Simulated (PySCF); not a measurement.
## In (indium, neutral) across methods

[Kr] 4d10 5s1 5p2, high-spin 4P determinant (an excited configuration). Computed with PySCF 2.14 in aug-cc-pwCVTZ-DK3 with one added diffuse shell each of s, p, d, f type (11s10p8d5f1g, 125 functions), with the spin-free X2C one-electron Hamiltonian (Gaussian nucleus).

```json
{"method": "PBE0", "E (hartree)": "-5880.24", "mean ε 4d β (eV)": "-22.092", "mean ε 5s α (eV)": "-10.985", "mean ε 5p α (eV)": "-4.565", "Σ⟨r²⟩ (bohr²)": "61.14", "⟨S²⟩": "3.752"}
{"method": "LDA", "E (hartree)": "-5874.71", "mean ε 4d β (eV)": "-19.830", "mean ε 5s α (eV)": "-9.949", "mean ε 5p α (eV)": "-3.793", "Σ⟨r²⟩ (bohr²)": "61.33", "⟨S²⟩": "3.751"}
{"method": "PBE", "E (hartree)": "-5880.16", "mean ε 4d β (eV)": "-19.662", "mean ε 5s α (eV)": "-9.727", "mean ε 5p α (eV)": "-3.720", "Σ⟨r²⟩ (bohr²)": "61.62", "⟨S²⟩": "3.752"}
{"method": "M06", "E (hartree)": "-5880.68", "mean ε 4d β (eV)": "-22.359", "mean ε 5s α (eV)": "-10.570", "mean ε 5p α (eV)": "-4.244", "Σ⟨r²⟩ (bohr²)": "61.82", "⟨S²⟩": "3.751"}
{"method": "r2SCANh", "E (hartree)": "-5880.58", "mean ε 4d β (eV)": "-21.044", "mean ε 5s α (eV)": "-10.616", "mean ε 5p α (eV)": "-4.266", "Σ⟨r²⟩ (bohr²)": "60.61", "⟨S²⟩": "3.753"}
{"method": "r2SCAN", "E (hartree)": "-5880.58", "mean ε 4d β (eV)": "-20.123", "mean ε 5s α (eV)": "-10.149", "mean ε 5p α (eV)": "-3.957", "Σ⟨r²⟩ (bohr²)": "60.67", "⟨S²⟩": "3.754"}
{"method": "revPBE", "E (hartree)": "-5880.42", "mean ε 4d β (eV)": "-19.614", "mean ε 5s α (eV)": "-9.665", "mean ε 5p α (eV)": "-3.697", "Σ⟨r²⟩ (bohr²)": "61.59", "⟨S²⟩": "3.752"}
```

**Question.** Estimate the same row for UHF.

**Answer.** E (hartree) = -5877.93331; mean ε 4d β (eV) = -28.489; mean ε 5s α (eV) = -14.160; mean ε 5p α (eV) = -6.755; Σ⟨r²⟩ (bohr²) = 61.76; ⟨S²⟩ = 3.754.
